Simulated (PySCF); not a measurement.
Compound: C₄H₁₀O₂S₂Si₂.
SMILES with atom numbers: `[CH2:1]=[C:2]1[Si@@H:3]([OH:4])[C@@H:5]([SiH3:6])[S:7][CH2:8][S@:9]1=[O:10]`

NICS = −σ at a ghost point: NICS(0) at the centroid of the ring atoms, NICS(1) 1 Å to either side along the normal of their mean plane, zz for the tensor component along that normal. Level: GIAO PBE0/pcSseg-1 (PySCF, non-relativistic, gas phase) on the GFN2-xTB geometry, one conformer.

Ring bond lengths (Å), with Mayer bond orders in brackets: C2–Si3 1.894 (0.72), Si3–C5 1.914 (0.75), C5–S7 1.841 (0.97), S7–C8 1.797 (1.04), C8–S9 1.882 (0.81), S9–C2 1.810 (0.91).

Question: What do the NICS probes read (ppm)?

Answer: 
```
              ring                                                      type  NICS(0)  NICS(1), two faces  NICS(1)zz, two faces  rms pucker (Å)  centre to ring atoms, mean (Å)
C2–Si3–C5–S7–C8–S9  6-membered ring with 2 S and Si; formal bonds all single     -2.4         -0.9 / -5.9             4.4 / 0.9            0.45                            1.72
```

Question: What can be read from them?

Answer: 
- C2–Si3–C5–S7–C8–S9: mean NICS(1)zz 2.6 ppm, near zero. Si3, C5, C8 have four or more neighbours; no verdict on aromaticity is drawn. The two faces differ by 3.5 ppm, so no symmetry operation interchanges them.

Question: At the second NICS(1) probe listed for ring C2–Si3–C5–S7–C8–S9, 1 Å off the ring, what do the in-plane components average?

Answer: The isotropic value is a third of the trace: (3 × -5.9 − (0.9))/2 = -9.3 ppm.
